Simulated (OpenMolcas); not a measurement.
# Cr IV: effect of the IPEA shift

```yaml
Program: OpenMolcas 26.06
Basis: ANO-RCC-VTZP [6s5p3d2f1g]
Scalar_Hamiltonian: DKH2, point nucleus
Active_space: 3 electrons in 5 orbitals (3d)
State_averaging: 2S+1 = 4 even, 10 roots; 2S+1 = 2 even, 40 roots kept (CI in the orbitals of an earlier block)
Spin-orbit_coupling: RASSI with atomic mean-field integrals over the reference wave functions, term energies averaged over their components
```

Methods on the same reference wave functions:
A. CASSCF
B. MS-CASPT2, IPEA 0 Eh, imaginary shift 0.1 Eh (closed shells correlated: 3s 3p)
C. MS-CASPT2, IPEA 0.25 Eh, imaginary shift 0.1 Eh (closed shells correlated: 3s 3p)

Energies in eV above 3d³ ⁴F_3/2, the measured ground level; measured values from Sugar and Corliss, J. Phys. Chem. Ref. Data 6, 317 (1977).

| Level | A | B | C | Measured |
| --- | --- | --- | --- | --- |
| 3d³ ⁴F_3/2 | 0.0000 | 0.0000 | 0.0000 | 0.0000 |
| 3d³ ⁴F_5/2 | 0.0304 | 0.0306 | 0.0306 | 0.0292 |
| 3d³ ⁴F_7/2 | 0.0720 | 0.0723 | 0.0723 | 0.0689 |
| 3d³ ⁴F_9/2 | 0.1240 | 0.1242 | 0.1242 | 0.1172 |
| 3d³ ⁴P_1/2 | 2.2122 | 1.775 | 1.811 | 1.7431 |
| 3d³ ⁴P_3/2 | 2.2259 | 1.788 | 1.824 | 1.7577 |
| 3d³ ²G_7/2 | 2.2531 | 1.845 | 1.904 | 1.8662 |
| 3d³ ⁴P_5/2 | 2.2609 | 1.824 | 1.860 | 1.7942 |
| 3d³ ²G_9/2 | 2.2975 | 1.890 | 1.949 | 1.9096 |
| 3d³ ²P_1/2 | 2.9826 | 2.436 | 2.478 | 2.4201 |
| 3d³ ²H_9/2 | 2.9872 | 2.652 | 2.692 | 2.6118 |
| 3d³ ²P_3/2 [67 %] | 2.9995 | 2.427 | 2.475 |  |
| 3d³ ²H_11/2 | 3.0213 | 2.687 | 2.727 | 2.6434 |
| 3d³ ²D_3/2(1) [68 %] | 3.2541 | 2.580 | 2.637 | 2.5603 |
| 3d³ ²D_5/2(1) | 3.2850 | 2.583 | 2.649 | 2.5620 |
| 3d³ ²F_7/2 | 5.1671 | 4.327 | 4.388 | 4.2604 |
| 3d³ ²F_5/2 | 5.1864 | 4.346 | 4.407 | 4.2844 |
| 3d³ ²D_5/2(2) | 8.0928 | 6.817 | 6.858 | 6.5681 |
| 3d³ ²D_3/2(2) | 8.1157 | 6.839 | 6.882 | 6.5888 |

Deviations, from unrounded energies. A percentage is the sum of absolute deviations over the sum of measured energies, with the sign that they share, or ± where signs differ.

```tsv
Against measurement	Levels	A	B	C
mean absolute deviation (cm-1)	17	4600	430	710
fine structure of the ground term (%)	3	+5.1	+5.5	+5.4
other terms of the ground configuration (%)	14	+22.4	±2.1	+3.4
```

B lies closest to measurement on these levels and A furthest from it. The largest miss of B in the table is 3d³ ²D_3/2(2), by +2000 cm-1. The ranking rests on the paired levels alone, and a cruder setting can come out closer through cancelling errors.

Between B and C the level of the table that moves most is 3d³ ²D_5/2(1), by 530 cm-1 (lowest in B, highest in C). Moves below CASPT2's spread within the term are not significant.

The mean deviations of B to C differ by less than CASPT2's widest spread within a term (1300 cm-1), so their order carries little weight.

From A to B the spin-free energies of the other terms of 3d³ shown, above ⁴F, scale by factors of 0.78 to 0.89, as is usual when dynamic correlation screens the repulsion within a d or f shell.

The lowest spin-free term lies below A's lowest term by 0.342 hartree in B, 0.336 hartree in C.

CASPT2 does not keep the components of a term degenerate, so their means are used; among the terms shown or strongly mixed into the levels shown the widest spread is 1300 cm-1 (3d³ ⁴F, B). Terms from blocks run as CI alone lack orbitals of their own. Without dynamic correlation excited terms often stand tens of per cent too high (terms of higher spin than the ground term too low), and those without a measured partner can miss by more than the paired ones (holds for A). Measured partners are found by configuration, term and J. A level has none where our copy of the source lacks it or the pairing is in doubt (some pairs that miss far off the trend of their configuration count as doubtful), and it then counts in no deviation. Only configurations of the active space appear.

A share in square brackets marks a mixed level and gives the weight of the term that names it, the lowest over the columns. A number in round brackets counts repeated terms of one configuration in the order of the reference energies.
